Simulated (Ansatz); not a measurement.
`CC[SiH]([SiH3])Cl` + `N=C(O)CO` → `CC[SiH](O)[SiH3]` + `N=C(Cl)CO`  (formal exchange of groups at the Si–Cl bond)

Gas-phase electronic energies from Ansatz, PBE0-D4/def2-TZVP geometries. CCSD(T)/CBS adds triple-zeta CCSD(T) − MP2 to the extrapolated MP2 energy (def2 sets, frozen cores). DFT in def2-TZVPP. Each species was taken in one conformer, which may not be the lowest.

`CC[SiH]([SiH3])Cl`:

```xyz
14

C    -2.149   -0.645    0.579
C    -0.632   -0.751    0.458
Si    0.183    0.763   -0.279
Si    2.498    0.529   -0.522
Cl   -0.603    1.099   -2.169
H    -2.439    0.198    1.211
H    -2.614   -0.497   -0.398
H    -2.575   -1.550    1.017
H    -0.351   -1.618   -0.150
H    -0.174   -0.908    1.442
H    -0.151    1.967    0.531
H     3.133    0.301    0.806
H     3.082    1.752   -1.132
H     2.791   -0.640   -1.395
```

`N=C(O)CO`:

Z-matrix (Å, degrees):
```
C
O 1 1.402
C 1 1.506 2 113.4
H 1 1.091 2 107.5 3 120.8
H 1 1.101 2 111.5 3 -121.4
H 2 0.962 1 107.7 3 46.7
O 3 1.346 1 110.7 2 -41.6
N 3 1.260 1 129.1 2 140.8
H 7 0.967 3 106.7 1 -179.6
H 8 1.015 3 111.5 1 -3.8
```

`CC[SiH](O)[SiH3]`:

Z-matrix (Å, degrees):
```
C
C 1 1.526
H 1 1.093 2 111.3
H 1 1.093 2 111.8 3 -119.7
H 1 1.094 2 111.4 3 120.1
Si 2 1.874 1 113.4 3 -61.4
H 2 1.095 1 110.4 3 60.7
H 2 1.097 1 110.5 3 177.8
Si 6 2.342 2 111.5 1 177.3
O 6 1.658 2 111.9 1 58.3
H 6 1.497 2 107.6 1 -61.9
H 9 1.490 6 109.4 2 57.8
H 9 1.488 6 111.6 2 177.6
H 9 1.489 6 110.8 2 -61.2
H 10 0.958 6 117.4 2 -77.0
```

`N=C(Cl)CO`:

```xyz
9

N     1.137   -0.923    0.222
C     0.621    0.141   -0.180
Cl    1.491    1.448   -0.951
C    -0.846    0.400   -0.031
O    -1.497   -0.663    0.585
H     2.138   -0.994    0.070
H    -1.258    0.592   -1.031
H    -0.968    1.327    0.545
H    -0.819   -1.329    0.771
```

Problem. Is it downhill or uphill in electronic energy at CCSD(T)/CBS, and by how much? (Estimate.)

Solution. The calculation gave: Uphill: ΔE = +6.9 kcal/mol.

Problem. What do these levels give: PBE0-D4, ωB97X-V, r2SCAN, HF/def2-TZVPP, MP2/def2-QZVPP, CCSD/CBS(def2)? (Best estimate.)

Solution. The calculation gave: PBE0-D4 8.6, ωB97X-V 8.6, r2SCAN 7.2, HF/def2-TZVPP 10.4, MP2/def2-QZVPP 6.3, CCSD/CBS(def2) 7.5 kcal/mol.

Largest T1 diagnostic among the species: 0.013.

From PBE to PBE0 (25 % exact exchange), in def2-TZVPP and without D4, ΔE moves by +1.4 kcal/mol. In def2-TZVPP, CCSD(T) changes the Hartree–Fock value by −3.5 kcal/mol (the triples alone add −0.6 kcal/mol) and MP2 by −4.1 kcal/mol.
